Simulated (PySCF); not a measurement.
C₄H₁₀Zn, charge -1, doublet, geometry from GFN2-xTB (such geometries of metal compounds can be far from the true shape) (a state made from the parent by changing its charge; the spin is typed, not shown lowest), with bond 15-10 at 2.2 times its length; B3LYP/STO-3G run with PySCF.

Input for PySCF:
```python
from pyscf import gto, scf, dft

mol = gto.Mole()
mol.atom = '''
    Zn   -0.35930238    0.19506218    0.98319154
    C     1.78502850   -0.89349234    0.43956612
    C     1.50710689   -2.04326871   -0.51812868
    H     2.39056773   -1.27553541    1.27998039
    H     2.42210181   -0.15663541   -0.07710398
    H     0.92581332   -1.69676843   -1.37388009
    H     0.93021212   -2.83105239   -0.02454080
    H     2.42224247   -2.52202426   -0.92043499
    C    -1.54664665    0.77263080   -1.09910601
    C    -0.58453548    1.53442689   -1.99925380
    H    -2.47886524    1.35702728   -1.00783381
    H    -1.82989023   -0.16443712   -1.60656393
    H     0.34314941    0.97508633   -2.12829590
    H    -0.32719072    2.50400299   -1.56264791
    H    -1.46509353    1.97940798   -4.22925500
'''
mol.basis = 'sto-3g'
mol.charge = -1
mol.spin = 1
mol.verbose = 4
mol.build()

mf = dft.UKS(mol)
mf.xc = 'b3lyp'
mf.kernel()
mo_i, mo_e, stable_i, stable_e = mf.stability(internal=True, external=False, return_status=True, nroots=6, tol=1e-6)
print('internally stable:', stable_i, ' externally stable:', stable_e)
if not stable_i:
    umf = mf.copy()
    umf.scf_summary = {}
    umf.kernel(umf.make_rdm1(mo_i, mf.mo_occ))
```

The log (banner, timings and long lists left out):

```
PySCF version 2.14.0

[INPUT] verbose = 4
[INPUT] num. atoms = 15
[INPUT] num. electrons = 65
[INPUT] charge = -1
[INPUT] spin (= nelec alpha-beta = 2S) = 1
[INPUT] symmetry False subgroup None
[INPUT] Mole.unit = angstrom
[INPUT] Symbol           X                Y                Z      unit          X                Y                Z       unit  Magmom
[...]
nuclear repulsion = 287.433870795634
number of shells = 30
number of NR pGTOs = 144
number of NR cGTOs = 48
basis = sto-3g
ecp = {}

******** <class 'pyscf.dft.uks.UKS'> ********
method = UKS
initial guess = minao
damping factor = 0
level_shift factor = 0
DIIS = <class 'pyscf.scf.diis.CDIIS'>
diis_start_cycle = 1
diis_space = 8
diis_damp = 0
SCF conv_tol = 1e-09
SCF conv_tol_grad = None
SCF max_cycles = 50
direct_scf = True
direct_scf_tol = 1e-13
number electrons alpha = 33  beta = 32
XC library pyscf.dft.libxc version 7.1.2
    S. Lehtola, C. Steigemann, M. J. T. Oliveira, and M. A. L. Marques,  SoftwareX 7, 1–5 (2018)
XC functionals = b3lyp
    P. J. Stephens, F. J. Devlin, C. F. Chabalowski, and M. J. Frisch,  J. Phys. Chem. 98, 11623 (1994)
radial grids:
    Treutler-Ahlrichs [JCP 102, 346 (1995); DOI:10.1063/1.469408] (M4) radial grids

becke partition: Becke, JCP 88, 2547 (1988); DOI:10.1063/1.454033
pruning grids: <function nwchem_prune>
grids dens level: 3
symmetrized grids: False
atomic radii adjust function: <function treutler_atomic_radii_adjust>
small_rho_cutoff = 0
Set gradient conv threshold to 3.16228e-05
tot grids = 175192
init E= -1912.6142671847

cycle= 1 E= -1894.35663520833  delta_E= 18.3  |g|=  2.7  |ddm|= 5.36

cycle= 2 E= -1902.2166173134  delta_E= -7.86  |g|= 1.37  |ddm|=  4.5

cycle= 3 E= -1846.38234922134  delta_E= 55.8  |g|= 3.29  |ddm|= 11.6
cycle= 4 E= -1903.92810494541  delta_E= -57.5  |g|= 1.94  |ddm|= 9.13
cycle= 5 E= -1869.5323348417  delta_E= 34.4  |g|= 3.69  |ddm|= 9.84
cycle= 6 E= -1878.69168996144  delta_E= -9.16  |g|= 3.41  |ddm|= 6.88
cycle= 7 E= -1879.1082697358  delta_E= -0.417  |g|= 3.35  |ddm|= 0.484
cycle= 8 E= -1879.11942604418  delta_E= -0.0112  |g|= 3.35  |ddm|= 0.0111
cycle= 9 E= -1879.31413452329  delta_E= -0.195  |g|= 3.32  |ddm|= 0.217
cycle= 10 E= -1871.03690534927  delta_E= 8.28  |g|= 4.45  |ddm|= 4.73
cycle= 11 E= -1870.32805977274  delta_E= 0.709  |g|= 1.61  |ddm|=   10
cycle= 12 E= -1847.46464322333  delta_E= 22.9  |g|= 2.45  |ddm|= 14.3
cycle= 13 E= -1864.88738440452  delta_E= -17.4  |g|= 2.75  |ddm|= 4.52
[...]
SCF not converged.
<class 'pyscf.dft.uks.UKS'> wavefunction has an internal instability
internally stable: False  externally stable: None
[...]
cycle= 22 E= -1914.87510130408  delta_E= -1.28e-05  |g|= 0.000494  |ddm|= 0.0244
cycle= 23 E= -1914.87511008667  delta_E= -8.78e-06  |g|= 0.000484  |ddm|= 0.0171
cycle= 24 E= -1914.87511393264  delta_E= -3.85e-06  |g|= 0.000472  |ddm|= 0.00698
cycle= 25 E= -1914.87511986433  delta_E= -5.93e-06  |g|= 0.000461  |ddm|= 0.0104
cycle= 26 E= -1914.87512645274  delta_E= -6.59e-06  |g|= 0.00046  |ddm|= 0.011
cycle= 27 E= -1914.87513349042  delta_E= -7.04e-06  |g|= 0.00045  |ddm|= 0.0119
cycle= 28 E= -1914.8751682948  delta_E= -3.48e-05  |g|= 0.000568  |ddm|= 0.0628
cycle= 29 E= -1914.87517888758  delta_E= -1.06e-05  |g|= 0.000429  |ddm|= 0.0214
cycle= 30 E= -1914.8751993272  delta_E= -2.04e-05  |g|= 0.000457  |ddm|= 0.045
cycle= 31 E= -1914.87520615785  delta_E= -6.83e-06  |g|= 0.000354  |ddm|= 0.0152
cycle= 32 E= -1914.87522231147  delta_E= -1.62e-05  |g|= 0.000527  |ddm|= 0.0428
cycle= 33 E= -1914.875227162  delta_E= -4.85e-06  |g|= 0.000451  |ddm|= 0.0116
cycle= 34 E= -1914.87523355009  delta_E= -6.39e-06  |g|= 0.000452  |ddm|= 0.0166
cycle= 35 E= -1914.8752373768  delta_E= -3.83e-06  |g|= 0.000357  |ddm|= 0.00898
cycle= 36 E= -1914.87523826916  delta_E= -8.92e-07  |g|= 0.000335  |ddm|= 0.002
cycle= 37 E= -1914.8752425741  delta_E= -4.3e-06  |g|= 0.000336  |ddm|= 0.0109
cycle= 38 E= -1914.87524427847  delta_E= -1.7e-06  |g|= 0.000332  |ddm|= 0.00374
cycle= 39 E= -1914.8752440962  delta_E= 1.82e-07  |g|= 0.000331  |ddm|= 0.00203
cycle= 40 E= -1914.8752432642  delta_E= 8.32e-07  |g|= 0.00033  |ddm|= 0.00579
cycle= 41 E= -1914.87523977983  delta_E= 3.48e-06  |g|= 0.000333  |ddm|= 0.0149
cycle= 42 E= -1914.87524072398  delta_E= -9.44e-07  |g|= 0.000331  |ddm|= 0.00227
cycle= 43 E= -1914.87524174988  delta_E= -1.03e-06  |g|= 0.000329  |ddm|= 0.00292
cycle= 44 E= -1914.87524154942  delta_E= 2e-07  |g|= 0.000329  |ddm|= 0.00512
cycle= 45 E= -1914.87524331673  delta_E= -1.77e-06  |g|= 0.000329  |ddm|= 0.00385
cycle= 46 E= -1914.87524486768  delta_E= -1.55e-06  |g|= 0.000328  |ddm|= 0.00339
cycle= 47 E= -1914.87524909862  delta_E= -4.23e-06  |g|= 0.000328  |ddm|= 0.00922
cycle= 48 E= -1914.87525360562  delta_E= -4.51e-06  |g|= 0.000328  |ddm|= 0.00989
cycle= 49 E= -1914.87526963747  delta_E= -1.6e-05  |g|= 0.000334  |ddm|= 0.0357
cycle= 50 E= -1914.87526328933  delta_E= 6.35e-06  |g|= 0.000328  |ddm|= 0.0146
SCF not converged.
SCF energy = -1914.87526328933 after 50 cycles  <S^2> = 2.2604233  2S+1 = 3.168863
```

Convergence was not reached.
